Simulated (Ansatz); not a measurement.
`[OH][SbH2]` and `[SbH2][TeH]` differ in one element.

Ansatz, PBE0-D4/def2-TZVP geometries, multiplicity 1. 

Elements past krypton have def2 core potentials. Outer-core shells of Sb, Te are correlated without core-valence functions. Spin–orbit coupling is left out.

```
                                            property  `[OH][SbH2]`
vertical ionisation energy (CCSD(T)/def2-TZVPP) / eV          9.77
                 LUMO energy (B3LYP/def2-TZVPP) / eV         -1.40
                   LUMO energy (PBE/def2-TZVPP) / eV         -1.93
                 HOMO energy (B3LYP/def2-TZVPP) / eV         -7.23
               HOMO–LUMO gap (B3LYP/def2-TZVPP) / eV          5.82
                   HOMO energy (PBE/def2-TZVPP) / eV         -6.29
```

Task: Give the same properties after the change, and the shifts. (Estimate.)

Result: Computed: 
```json
{"property": "vertical ionisation energy (CCSD(T)/def2-TZVPP) / eV", "`[SbH2][TeH]`": "8.41", "shift": "-1.36"}
{"property": "LUMO energy (B3LYP/def2-TZVPP) / eV", "`[SbH2][TeH]`": "-1.81", "shift": "-0.41"}
{"property": "LUMO energy (PBE/def2-TZVPP) / eV", "`[SbH2][TeH]`": "-2.31", "shift": "-0.38"}
{"property": "HOMO energy (B3LYP/def2-TZVPP) / eV", "`[SbH2][TeH]`": "-6.21", "shift": "1.02"}
{"property": "HOMO–LUMO gap (B3LYP/def2-TZVPP) / eV", "`[SbH2][TeH]`": "4.40", "shift": "-1.42"}
{"property": "HOMO energy (PBE/def2-TZVPP) / eV", "`[SbH2][TeH]`": "-5.41", "shift": "0.88"}
```

With PBE0 the HOMO rises by 0.95 eV and the LUMO falls by 0.47 eV, so the gap narrows by about 1.42 eV. PBE moves the HOMO by 0.88 eV and ωB97M-V by 1.01 eV.

B3LYP here is the variant with VWN-RPA as its local correlation; programs differ in this.
